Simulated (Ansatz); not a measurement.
The cluster Cr2O (the lowest singlet isomer of a short search) was relaxed with PBE-D4 (def2-TZVP) in Ansatz in these states: neutral quintet, neutral triplet. The geometries follow in no particular order.

A:

```xyz
3

Cr   -0.0036    0.2886    0.9847
Cr   -0.4483   -0.8908   -0.2451
O     0.4519    0.6022   -0.7396
```

B:

Cartesian coordinates in Å:
```
Cr -0.656 0.761 -0.406
Cr -0.300 -0.682 0.787
O 0.956 -0.079 -0.381
```

Problem. Judge from the bond lengths which geometry belongs to which state (an estimate).

Solution. A is the neutral triplet (Cr1–Cr2 1.761 Å, Cr1–O3 1.811 Å, Cr2–O3 1.812 Å); B is the neutral quintet (Cr1–Cr2 1.907 Å, Cr1–O3 1.818 Å, Cr2–O3 1.818 Å).

At PBE0-D4/def2-TZVP a broken-symmetry singlet lies 0.33 eV below the neutral triplet. At PBE0-D4/def2-TZVP a broken-symmetry singlet lies 0.48 eV below the neutral quintet. These are the stationary points nearest to one start from a short search; other shapes may lie lower in each state.
